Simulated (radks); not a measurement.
Effect of the nuclear size on neutral manganese, [Ar] 3d5 4s2. Method: Dirac Kohn-Sham, PBE, spin-unpolarised, spherical densities, finite nucleus; open shells fill j = l - 1/2 first; Fermi nuclear charge, rms radius 3.7057 fm; computed with a radial shooting solver on a logarithmic mesh with Libxc functionals. The rms radius is varied about that value; shifts are against it.

rms radius (fm),total energy shift (eV),density at nucleus (e/bohr^3),1s1/2 shift (meV),2s1/2 shift (meV),2p1/2 shift (meV),3s1/2 shift (meV)
3.1943,-0.0235,1.325e+04,-9.96,-0.882,0.100,-0.121
3.4871,-0.0105,1.32e+04,-4.43,-0.392,0.044,-0.054
3.7057,0,1.317e+04,0.000,0.000,0.000,0.000
4.0429,0.0173,1.313e+04,7.34,0.650,-0.073,0.089
4.4728,0.0415,1.308e+04,17.6,1.56,-0.176,0.214

Slopes of the eigenvalues against <r^2> in GHz/fm^2, as finite differences over the two radii next to the reference (eigenvalue slopes, not the field-shift constants of lines): 1s1/2 680, 2s1/2 60.2, 2p1/2 -6.81, 3s1/2 8.28.
